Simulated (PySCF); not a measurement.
## Two-dimensional NMR puzzle

Compound of formula C$_{2}$H$_{11}$NOSi$_{4}$. Correlations simulated from computed shifts and the bond graph:

HSQC (one-bond C–H):
| δH | δC |
| --- | --- |
| 2.13 | 24.4 |

COSY cross peaks (H two or three bonds apart, from the bond graph; peaks can be absent where the dihedral angle is near 90°):
| δH | δH |
| --- | --- |
| 5.35 | 4.28 |
| 5.35 | 4.19 |
| 4.30 | 4.28 |
| 4.30 | 4.19 |
| 4.30 | 3.96 |
| 4.28 | 4.19 |
| 4.28 | 3.96 |
| 4.19 | 3.96 |

HMBC (two and three bonds, from the bond graph):
| δH | δC |
| --- | --- |
| 5.35 | 180.6 |
| 2.13 | 180.6 |

Carbons without hydrogens: δ 180.6.

Method: geometry from GFN2-xTB, GIAO PBE0/pcSseg-1 shieldings, in PySCF (single conformer, equivalent nuclei averaged, isolated molecule, non-relativistic).

Chemical shifts δ = σref − σ; TMS for ¹H (σ = 31.72 ppm) and ¹³C (σ = 186.93 ppm), all at this level.

Exchangeable hydrogens are left out of these lists.

Task: Work out the connectivity.

Result: SMILES CC(=O)N[SiH]1[SiH2][SiH2][SiH2]1.

Atoms are numbered as in `[CH3:1][C:2](=[O:3])[NH:4][SiH:5]1[SiH2:6][SiH2:7][SiH2:8]1`; H(Xn) means a hydrogen on atom n. Ha(Si6), Ha(Si7), Ha(Si8) are cis to N4 on the ring; Hb(Si6), Hb(Si7), Hb(Si8) are trans to N4 on the ring.

1. δC 180.6 is C2, an amide carbonyl carbon.
2. δC 24.4 is C1, a methyl carbon α to a carbonyl (δH 2.13).
3. HMBC from δH 5.35 reaches the proton-free carbon C2.
4. HMBC from δH 2.13 reaches the proton-free carbon C2.
5. COSY links 5.35–4.28, 5.35–4.19, 4.30–4.28, 4.30–4.19, 4.30–3.96, 4.28–4.19.

The data come from this structure; uniqueness wasn't tested.

OH and NH positions are those of a molecule without intermolecular hydrogen bonds; in solution they move with solvent, concentration and temperature, and exchange usually removes their couplings. Shifts are as computed. Against solution values, carbons near 30 ppm lie about +3 ppm off and those near 130 ppm about +5 ppm. Of 1211 compounds with measured shifts, 218 miss one by over three times the rms of a fit or turn the order of signals round; such compounds aren't used in these exercises. Hydrogen bonding in solution deshields acid and N–H amide carbonyl carbons by as much as 10 ppm beyond these values.
